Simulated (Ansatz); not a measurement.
System: bromo(trifluoro)germane, sum formula GeBrF3, net charge 0, singlet state. SMILES: [F][Ge]([F])([F])[Br]
Geometry: optimised at B3LYP-D3(BJ)/def2-TZVP (Ansatz, a program for electronic structure).

Wanted: atomisation energy (electronic, to ground-state atoms), in kJ/mol. Correlated levels leave the core frozen unless marked. Open shells are spin-unrestricted. No spin-orbit coupling. The frozen core is the preceding noble-gas configuration, with the filled d and f shells of earlier blocks. Non-relativistic. The coupled-cluster limit lacks core correlation, which all-electron functionals hold. Basis-set limits of correlation are two-point, X^-3; Hartree-Fock from the larger set (for Q and 5 zeta extrapolated as (X+1)exp(-9√X)).

```tsv
level	program	atomisation energy (kJ/mol)
HF/6-31G	Ansatz	931.3
HF/aug-cc-pVTZ	Ansatz	1184.2
PBE-D4/def2-TZVPD	Ansatz + dftd4	1788.6
revPBE-D3(BJ)/def2-TZVPD	Ansatz + dftd3	1701.6
PBE0-D3(BJ)/def2-TZVP	Ansatz + dftd3	1710.9
PBE0-D3(BJ)/def2-TZVPD	Ansatz + dftd3	1711.4
r2SCANh/def2-TZVPD	Ansatz	1726.0
r2SCAN0-D4/def2-TZVPD	Ansatz + dftd4	1684.6
HSE06/def2-TZVPD	Ansatz	1704.9
CAM-B3LYP-D3(BJ)/def2-TZVPD	Ansatz + dftd3	1725.7
LC-wPBE-D4/def2-TZVPD	Ansatz + dftd4	1747.9
B2GP-PLYP-D4/def2-TZVPD	Ansatz + dftd4	1732.2
PBE-QIDH/def2-TZVPD	Ansatz	1732.7
RPA@PBE/cc-pVQZ	Ansatz	1581.1
MP2/CBS(aug-cc-pVTZ,aug-cc-pVQZ)	Ansatz	1901.9
RI-MP2/aug-cc-pVTZ	Ansatz	1845.5
CCSD/STO-3G	Ansatz	1271.9
CCSD/cc-pVQZ	Ansatz	1708.9
CCSD(T)/STO-3G	Ansatz	1289.4
CCSD(T)/aug-cc-pVDZ	Ansatz	1634.3
CCSD(T)/CBS(cc-pVQZ,cc-pV5Z)	Ansatz	1789.5
```
